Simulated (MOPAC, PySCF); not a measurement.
Noncovalent pair: C2H6 (SMILES CC) (first 8 atoms) with CH3Br (SMILES CBr); geometry from B3LYP-D3(BJ)/def2-TZVP, rigid monomers moved along the line of their centres of mass till C2···H11 is 2.67 Å.
(charge 0, multiplicity 1):
```xyz
13

C      0.7162    -0.4709     0.1097
C     -0.5395     0.3000     0.5056
H      0.5301    -1.1220    -0.7468
H      1.0769    -1.0946     0.9295
H      1.5270     0.2085    -0.1584
H     -0.8938     0.9289    -0.3134
H     -0.3480     0.9502     1.3611
H     -1.3557    -0.3761     0.7715
C      0.1721    -1.0687     3.6732
Br     1.4415     0.4203     3.6518
H     -0.5626    -0.8830     2.8981
H     -0.2876    -1.0937     4.6548
H      0.7291    -1.9781     3.4773
```

Counterpoise-corrected where a basis set is named; no monomer relaxation. Rows marked so take none.

Rows in 3-21G, STO-3G carry no dispersion term and start afresh at each structure; the Pople sets are all-electron and without relativity. The state that AM1, PM3 reach isn't checked.

Programs: MOPAC for AM1, PM3 (differences of heats of formation); PySCF for 3-21G rows, STO-3G rows. Values without a source in brackets are computed.

One of these levels gives 79.6 meV for the interaction energy. Name it.
A) PM3
B) HF/STO-3G (no counterpoise)
C) B3LYP/3-21G (no counterpoise)
D) AM1

B, HF/STO-3G (no counterpoise). The others give 23.5 (AM1), -22.2 (PM3), 6.2 (B3LYP/3-21G (no counterpoise))
